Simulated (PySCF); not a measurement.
PySCF input file for Al(F)(OH)(OEt) (C2H6AlFO2), SMILES C(C)[O][Al]([F])[OH], PBE0/pcSseg-1. Geometry: PBE-D3(BJ)/def2-SVP. The structure was generated by enumeration; whether it is a known compound was not checked. The values are those of a single conformer.

```python
import numpy as np
from pyscf import gto, scf, dft
from pyscf.prop.nmr import rks as nmr

mol = gto.M(
    atom='''
    Al    0.52232005   -0.13959109    0.72117169
    F     1.72480890   -1.06742018    1.41727735
    O     0.31661285    1.50202042    1.15149043
    H     0.88905619    1.93600095    1.80338088
    O    -0.48882234   -0.89343311   -0.41827918
    C    -1.47651774   -0.40414724   -1.30191193
    C    -1.01999508    0.83097874   -2.07061307
    H    -1.73045291   -1.22139706   -2.01458686
    H    -2.41417445   -0.17196018   -0.74297095
    H    -0.10697815    0.60592638   -2.66024154
    H    -1.80435651    1.17918275   -2.77371280
    H    -0.78978216    1.66402540   -1.37313661
    ''',
    basis='pcSseg-1',
    charge=0,
    spin=0,
    max_memory=1600,
    verbose=3,
)
mf = dft.RKS(mol, xc='pbe0')
mf.grids.level = 3
mf.conv_tol = 1e-10
mf.max_cycle = 100
mf.kernel()
n = nmr.NMR(mf)
n.verbose = 2
n.max_cycle_cphf = 60
sigma = n.kernel()
print('atom   isotropic/ppm   span/ppm')
for i, s in enumerate(sigma):
    w = np.linalg.eigvalsh((s + s.T) / 2)
    print(f'{mol.atom_symbol(i):2s}{i + 1:3d} {w.mean():14.3f} {w[2] - w[0]:11.3f}')
```

It prints:

```
converged SCF energy = -572.214722519054
atom   isotropic/ppm   span/ppm
Al  1        485.175     130.380
F   2        371.452     140.798
O   3        320.350      57.671
H   4         29.738      22.594
O   5        291.548      67.811
C   6        119.528      73.209
C   7        159.926      45.226
H   8         27.188      10.827
H   9         27.048       9.985
H  10         29.812       7.451
H  11         29.927      10.622
H  12         29.378       8.642
```

The calculation finished and met its thresholds.

Cost: very roughly 40 core-seconds.
